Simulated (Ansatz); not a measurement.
Abridged output of a molecular run in Ansatz:

```
Functional definition: HF
1091 factors; integrals over basis functions are off by at most 8.9e-4 eV
mean field evaluation 1: about -14021.9553 eV, gradient 3.9e1 eV
mean field evaluation 2: about -14021.9596 eV, gradient 3.9e1 eV
mean field evaluation 4: about -14027.5317 eV, gradient 2.8e0 eV
mean field evaluation 8: about -14027.6419 eV, gradient 1.9e-1 eV
mean field -14027.64248674 eV, -515.5063531100 hartree, gradient 7.4e-6 eV, S^2 0.753071; 0 other end points of the search recorded, 0 dependent functions left out
8 core orbitals not correlated: weight in the atoms' cores, before any rotation towards them, 1.000 or more for the frozen orbitals, at most 0.000 for the correlated occupied ones
reference -14027.64248674 eV, -515.5063531100 hartree; 13, 12 occupied and 156, 157 virtual orbitals, 1091 factors
second order -22.22835763 eV of doubles, -0.00000000 eV of singles
cycle   1  -21.95519275 eV  change    2.7e-1 eV  update   9.5e-2
cycle   2  -22.41644799 eV  change   -4.6e-1 eV  update   2.7e-2
cycle   3  -22.52854239 eV  change   -1.1e-1 eV  update   1.6e-2
cycle   4  -22.51655890 eV  change    1.2e-2 eV  update   4.7e-3
cycle   5  -22.51391786 eV  change    2.6e-3 eV  update   2.5e-3
cycle   6  -22.51508356 eV  change   -1.2e-3 eV  update   8.2e-4
cycle   7  -22.51509316 eV  change   -9.6e-6 eV  update   3.4e-4
cycle   8  -22.51510264 eV  change   -9.5e-6 eV  update   1.1e-4
cycle   9  -22.51512641 eV  change   -2.4e-5 eV  update   4.7e-5
cycle  10  -22.51511321 eV  change    1.3e-5 eV  update   1.6e-5
perturbative correction -0.79425592 eV, -0.0291883669 hartree
Total energy: -14050.95185587 eV, -516.3629566259 hartree
Checks for a lower state left out: cluster_reference
```

Its atoms:

```xyz
7

O     0.312   -1.419    0.367
Si   -0.344   -0.116   -0.399
O     0.735    0.778   -1.246
O    -0.924    0.865    0.785
H     0.575   -2.160   -0.183
H     0.989    1.619   -0.856
H    -1.342    0.433    1.532
```

**Question.** Which basis set was used?
A. def2-TZVPP
B. def2-QZVPP
C. def2-TZVPPD
D. cc-pV(D+d)Z

**Answer.** A. It gives 177 functions.

**Question.** Write the keys of the input that set method, charge and spin (a neutral closed shell needs none for the last two).

**Answer.** 
```yaml
magnetization: {spin_polarized: true, initial_magnetization: 1}
correlation: {method: ccsd_t}
scf: {omitted_lower_state_checks: [cluster_reference]}
```
